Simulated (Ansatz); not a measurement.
`[CH3][Zn][Te]C` + H₂ → `[CH3][Zn][TeH]` + CH₄  (hydrogenolysis of a Te–C bond)

Program: Ansatz. Geometries: PBE0-D4/def2-TZVP. ΔE: electronic, gas phase. CCSD(T)/CBS adds triple-zeta CCSD(T) − MP2 to the extrapolated MP2 energy (def2 sets, frozen cores). This one scheme is used for every species. Elements past krypton have def2 core potentials. For Te, Zn outer-core shells are correlated without core-valence functions, which leaves a few kJ/mol of doubt a bond. Scalar relativity is left out up to krypton. One conformer a species, not always the lowest.

`[CH3][Zn][Te]C`:

Cartesian coordinates in Å:
```
C 1.620 -1.852 0.827
Zn 1.047 -0.197 -0.021
Te 0.322 1.920 -1.110
C -1.789 1.679 -0.709
H 1.519 -1.784 1.913
H 1.020 -2.693 0.474
H 2.667 -2.055 0.591
H -2.276 2.554 -1.135
H -2.164 0.781 -1.192
H -1.967 1.647 0.362
```

H₂:

Z-matrix (Å, degrees):
```
H
H 1 0.746
```

`[CH3][Zn][TeH]`:

Cartesian coordinates in Å:
```
C 0.099 -0.275 -1.365
Zn -0.166 -0.197 0.558
Te -0.507 -0.100 3.026
H -0.858 -0.375 -1.881
H 0.587 0.637 -1.716
H 0.728 -1.127 -1.631
H 0.117 1.438 3.009
```

CH₄:

Cartesian coordinates in Å:
```
C 0.000 0.000 0.000
H 0.804 -0.649 -0.344
H -0.804 0.003 -0.736
H 0.380 1.013 0.127
H -0.381 -0.367 0.953
```

```csv
species,MP2/def2-QZVPP energy (Eh)
`[CH3][Zn][Te]C`,-2125.69128
H₂,-1.16658
`[CH3][Zn][TeH]`,-2086.45658
CH₄,-40.42633
```

Problem. Work out ΔE.

Solution. ΔE = (-2086.45658) + (-40.42633) − (-2125.69128) − (-1.16658) = -0.02505 Eh = -65.8 kJ/mol. CCSD(T)/CBS gives -71.0 kJ/mol.

Largest T1 diagnostic among the species: 0.013.

The D4 term adds +8.6 kJ/mol with B3LYP and +4.6 kJ/mol with PBE0; it sums over pairs of atoms, weighted by their polarisabilities, and B3LYP, whose exchange is more repulsive, gets the larger term. From BLYP to BHLYP (50 % exact exchange), in def2-TZVPP and without D4, ΔE moves by −10.5 kJ/mol. In def2-TZVPP, CCSD(T) changes the Hartree–Fock value by +23.5 kJ/mol (the triples alone add +5.6 kJ/mol) and MP2 by +30.8 kJ/mol.

B3LYP here is the variant with VWN-RPA as its local correlation; programs differ in this.
